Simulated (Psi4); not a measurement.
Psi4 input (wB97X-D/6-311+G**):

```
memory 1500 MB

molecule {
0 2
P    -0.00000000   -0.00000000   -0.51471894
O     0.00000000    0.00000000    0.96509801
symmetry c1
no_reorient
no_com
}

set {
  basis 6-311+G**
  reference uks
  scf_type pk
  dft_radial_points 99
  dft_spherical_points 590
  e_convergence 1e-8
  d_convergence 1e-7
  maxiter 150
}

e = energy('wb97x-d')
print_out(f'\nFINAL {e:.10f} DIPOLE {variable("CURRENT DIPOLE")[0]:.6f} {variable("CURRENT DIPOLE")[1]:.6f} {variable("CURRENT DIPOLE")[2]:.6f}\n')
```

From the last part of the output:

```
              A
    DOCC [    11 ]
    SOCC [     1 ]
    NA   [    12 ]
    NB   [    11 ]

  @UKS Final Energy:  -416.52960002923732

   => Energetics <=

    Nuclear Repulsion Energy =             42.9115677316711412
    One-Electron Energy =                -660.5056702558663346
    Two-Electron Energy =                 224.0253808834898734
    DFT Exchange-Correlation Energy =     -22.9608759501054323
    Empirical Dispersion Energy =          -0.0000024384265342
    VV10 Nonlocal Energy =                  0.0000000000000000
    Total Energy =                       -416.5296000292373151

  UHF NO Occupations:
  HONO-2 :   10  A 1.9993257
  HONO-1 :   11  A 1.9992314
  HONO-0 :   12  A 1.0000000
  LUNO+0 :   13  A 0.0007686
  LUNO+1 :   14  A 0.0006743
  LUNO+2 :   15  A 0.0000661
  LUNO+3 :   16  A 0.0000457

Computation Completed

Properties will be evaluated at   0.000000,   0.000000,   0.000000 [a0]

Properties computed using the SCF density matrix

 Multipole Moments:

 ------------------------------------------------------------------------------------
     Multipole            Electronic (a.u.)      Nuclear  (a.u.)        Total (a.u.)
 ------------------------------------------------------------------------------------

 L = 1.  Multiply by 2.5417464519 to convert [e a0] to [Debye]
 Dipole X            :         -0.0000000            0.0000000           -0.0000000
 Dipole Y            :          0.0000000            0.0000000            0.0000000
 Dipole Z            :         -0.9163395           -0.0000000           -0.9163395
 Magnitude           :                                                    0.9163395

 ------------------------------------------------------------------------------------

FINAL -416.5296000292 DIPOLE -0.000000 0.000000 -0.916340

*** Psi4 exiting successfully. Buy a developer a beer!
```
